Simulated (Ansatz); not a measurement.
Consider the substitution at a C–Ge bond: `[CH3][GeH2][C](=N)Cl` + `C=C=N` → `C=C=NC(=N)Cl` + `[CH3][GeH3]`.

Program: Ansatz. Geometries: PBE0-D4/def2-TZVP. ΔE: electronic, gas phase. CBS: MP2 limit from def2 TZ/QZ plus the TZ coupled-cluster correction, frozen cores. This one scheme is used for every species. Functionals use def2-TZVPP. HSE06 is defined as in plane-wave codes. For Ge outer-core shells are correlated without core-valence functions, which leaves a few kJ/mol of doubt a bond. Scalar relativity is left out up to krypton. One conformer a species, not always the lowest.

| level | ΔE (kJ/mol) |
| --- | --- |
| revPBE-D4 | 15.1 |
| CAM-B3LYP-D4 | 17.8 |
| PBE0 | 16.5 |
| HSE06 | 16.6 |

Question: What does CCSD(T)/CBS give? (Best estimate.)

Answer: Ansatz gave: +29.8 kJ/mol. The listed levels differ from it by -14.7, -12.0, -13.3, -13.2 kJ/mol.

Largest T1 diagnostic among the species: 0.015.

Leaving LDA and LC-ωPBE aside and taking each functional with its dispersion term where it has one, the values, not all of them listed here, spread over 12.1 kJ/mol, from B97M-V to ωB97M-V. LDA lies −9.7 kJ/mol from PBE without D4. In def2-TZVPP, CCSD(T) changes the Hartree–Fock value by +8.7 kJ/mol (the triples alone add −0.4 kJ/mol) and MP2 by +6.8 kJ/mol. At CCSD(T), def2-SVP lies −21.6 kJ/mol from the extrapolated value and def2-TZVPP −1.9 kJ/mol.

CCSD(T)/CBS has its own doubt, a few kJ/mol and more with outer-core shells, so smaller differences from it don't rank the levels.
